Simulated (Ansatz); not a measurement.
Species: sum formula H₄SiNO₃ (charge 0, doublet). It need not be the lowest isomer of its formula. SMILES: O[Si](N)([O])O
Coordinates optimised at B3LYP-D3(BJ)/def2-TZVP (Ansatz, a first-principles code):
```xyz
9

Si     0.0562     0.0601    -0.0297
O      1.3025    -0.6478    -0.7737
O      0.4121     0.7716     1.4024
O     -0.7908     1.1283    -0.9223
N     -0.9093    -1.3613     0.1815
H      1.2487     0.5371     1.8117
H     -1.0281     1.9616    -0.5087
H     -1.4290    -1.7261    -0.6046
H     -0.6028    -2.1016     0.7960
```
Charge 0, spin multiplicity 2.

Computed values are from Ansatz. Cores are frozen in the correlated levels unless marked. Open shells are spin-unrestricted. No spin-orbit coupling. No relativistic terms. CBS(X,Y): correlation extrapolated as X^-3; Hartree-Fock from the larger set. [CCSD(T)-MP2]/basis is that difference in the basis named.

```
Item                                                                                            Result
---------------------  -------------------------------------------------------------------------------
atomisation energy De  830.3 kcal/mol at RI-MP2/CBS(cc-pV(T+d)Z,cc-pV(Q+d)Z)+[CCSD(T)-MP2]/cc-pV(T+d)Z
total energy             -571.8096 Eh at RI-MP2/CBS(cc-pV(T+d)Z,cc-pV(Q+d)Z)+[CCSD(T)-MP2]/cc-pV(T+d)Z
dipole moment                                                        1.97 D at CCSD(T)/aug-cc-pV(D+d)Z
T1 diagnostic                                                                0.026 at CCSD/cc-pV(T+d)Z
```
